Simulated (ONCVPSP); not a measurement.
# tungsten, ONCV: configuration errors across variants

- Element: tungsten
- Generator: ONCVPSP 4.0.1
- Type: optimised norm-conserving Vanderbilt (ONCV)
- Functional: LDA (Perdew-Zunger)
- Relativity: scalar-relativistic
- Frozen core: [Kr] 4d10 4f14
- Valence charge: 14
- Reference configuration: 5s2 5p6 5d4 6s1 (charge +1)
- Partial waves: 5s+6s: rc 1.70 bohr, ncon 4, nbas 8, qcut 7.5 1/bohr, 2 projectors; 5p: rc 1.80 bohr, ncon 4, nbas 9, qcut 8.5 1/bohr, 1 projector; 5d: rc 1.85 bohr, ncon 3, nbas 6, qcut 6 1/bohr, 2 projectors, debl 3.4 Ha
- Local potential: polynomial inside 1.60 bohr (lpopt 5, dvloc0 1 Ha)
- Core correction: polynomial model core, fcfact 0.15

All-electron excitation energies from the reference (eV): (1) 5s2 5p6 5d4 6s2 -9.133; (2) 5s2 5p6 5d4 6s0 16.026; (3) 5s2 5p6 5d3 6s0 41.731; (4) 5s2 5p6 5d4 6s0 6p1 5.556.

3 further variants failed, have other tests or another functional or relativity, and are left out.

Errors AE − PS in meV (a dash: test not solved or not reliable):

```csv
change,(1),(2),(3),(4),bound ghosts,GHOST(+) flags above zero
base,+2.1,-6.9,-27,-208,none,p
"core correction polynomial model core, fcfact 0.64",+2.0,-7.2,-28,-208,none,p
s: qcut 8.2,+2.3,-6.6,-27,-208,none,p
d: nproj 1,+2.1,-6.8,-24,-208,none,p
```

Q: Give the same row for: p: nbas 8.

A: +2.1, -6.9, -27, -207; bound ghosts: none; GHOST(+) flags above zero: p.
